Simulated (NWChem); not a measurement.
NbNHCl3; SMILES [NH]=[Nb]([Cl])([Cl])[Cl]

Program: NWChem. Coordinates come from a PBE0/def2-SVP optimisation. No frequency run checked for a minimum. def2 effective core potentials on Nb; no spin-orbit coupling. Level B3LYP/def2-SVP: single points from the atomic guess with DIIS by default; each run changes one setting, and all converged runs end within 0.3 mHa of each other. cgmin counts macro-iterations, each dearer than a DIIS step. NWChem's automatic level shift, which a small gap switches on, acted in some of these runs.

### Question
Which setting needs the most SCF iterations, or fails (defaults; quadratically convergent solver (cgmin); no level shifting; occupation smearing of 0.005 Ha; core-Hamiltonian guess; no DIIS, 40 % damping)?

### Answer
no DIIS, 40 % damping, with 36 against 9 for the defaults.
| setting | SCF iterations |
|---|---|
| defaults | 9 |
| quadratically convergent solver (cgmin) | 5 |
| no level shifting | 9 |
| core-Hamiltonian guess | 22 |
| no DIIS, 40 % damping | 36 |
| occupation smearing of 0.005 Ha | 9 |
